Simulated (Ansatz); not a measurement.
C₃H₃GaO (`C#C[C](=O)[GaH2]`). The species carries charge 0 and has multiplicity 1. Geometry: relaxed with PBE0-D4/def2-TZVP.

```xyz
8

C    -1.808    0.333    1.343
C    -0.676    0.036    1.058
C     0.638   -0.280    0.544
O     1.539   -0.666    1.257
Ga    0.946   -0.053   -1.464
H    -2.804    0.589    1.624
H     2.383   -0.409   -1.971
H    -0.217    0.449   -2.389
```

**Question.** What is the dipole moment at ωB97M-V/def2-TZVPP? (Estimate.)

**Answer.** The calculation gave: 2.78 D, with components (-2.17, 0.90, -1.49) D in this frame, pointing from negative to positive charge.

**Question.** And with PBE, r2SCAN, B3LYP? (Best estimate.)

**Answer.** Computed: PBE 2.58 D, r2SCAN 2.70 D, B3LYP 2.77 D.

**Question.** Give the Mulliken charges with ωB97M-V, B3LYP, PBE in def2-TZVPP. (Best estimate.)

**Answer.** The calculation gave: 
| atom | ωB97M-V | B3LYP | PBE |
| --- | --- | --- | --- |
| C1 | 0.06 | 0.10 | 0.08 |
| C2 | -0.19 | -0.25 | -0.18 |
| C3 | -0.08 | -0.03 | -0.03 |
| O4 | -0.26 | -0.25 | -0.21 |
| Ga5 | 0.24 | 0.25 | 0.18 |
| H6 | 0.24 | 0.27 | 0.22 |
| H7 | -0.01 | -0.03 | -0.02 |
| H8 | -0.01 | -0.05 | -0.04 |

B3LYP here is the variant with VWN-RPA as its local correlation; programs differ in this.
